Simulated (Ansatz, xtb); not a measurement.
## Relative energy of two isomers of C2HF3Si

Structure X is `FC#C[SiH](F)F`, a singlet and structure Y is `FC1=C[Si]1(F)F`, a singlet. Both are isolated molecules in the gas phase, relaxed with PBE0-D4/def2-SVP.

Quicker runs give these differences E(Y) − E(X): GFN2-xTB +33.81 kcal/mol; HF/STO-3G +25.45 kcal/mol (at GFN2-xTB geometries); r2SCAN-D4/def2-SVP −4.38 kcal/mol (at GFN2-xTB geometries).

Question: Estimate which is lower in electronic energy at CCSD(T)/def2-SVP + ΔMP2/def2-TZVPP, and by roughly how much.

Answer: CCSD(T)/def2-SVP + ΔMP2/def2-TZVPP gives E(Y) − E(X) = −1.34 kcal/mol, favouring structure Y, but this leans on the basis-set step: CCSD(T) alone gives +1.09 kcal/mol.

How the difference moves with the method:

| level | geometry | E(Y) − E(X) (kcal/mol) | departure from the last row (kcal/mol) | job, with rough time for the two |
| --- | --- | --- | --- | --- |
| GFN2-xTB | GFN2-xTB | +33.81 | +35.16 | optimisation, 0.14 s |
| HF/STO-3G | GFN2-xTB | +25.45 | +26.79 | single point, 0.28 s |
| r2SCAN-D4/def2-SVP | GFN2-xTB | −4.38 | −3.04 | single point, 3.3 s |
| PBE0-D4/def2-SVP | PBE0-D4/def2-SVP | −6.59 | −5.24 | optimisation, 19 s |
| HF/def2-SVP | PBE0-D4/def2-SVP | +3.82 | +5.16 | part of the CCSD(T) run |
| MP2/def2-SVP | PBE0-D4/def2-SVP | +1.97 | +3.31 | part of the CCSD(T) run |
| CCSD(T)/def2-SVP | PBE0-D4/def2-SVP | +1.09 | +2.43 | single point |
| CCSD(T)/def2-SVP + ΔMP2/def2-TZVPP | PBE0-D4/def2-SVP | −1.34 |  | single point, 21 s |

As drawn, Y has 1 C=C, 1 C–Si, 1 C–H in place of 1 C≡C, 1 Si–H. Structure X has no ring, Y a 3-membered ring.

GFN2-xTB, HF/STO-3G, HF/def2-SVP, MP2/def2-SVP, CCSD(T)/def2-SVP put the two in the other order. The largest departure from CCSD(T)/def2-SVP + ΔMP2/def2-TZVPP is that of GFN2-xTB, 35.16 kcal/mol. The last row adds to CCSD(T) the change of the MP2 difference between the two basis sets, here −2.43 kcal/mol.

With harmonic frequencies from PBE0-D4/def2-SVP (ideal gas, rigid rotor, one conformer each, 298.15 K, 1 atm): the zero-point term adds +1.49 kcal/mol; ΔH is −0.22 and ΔG +0.92 kcal/mol.

The correlated steps freeze 10 core orbitals. Programs: Ansatz 0.2.0, xtb 6.7.1; the last row on 2 threads of Arm Neoverse V1 on a shared host.
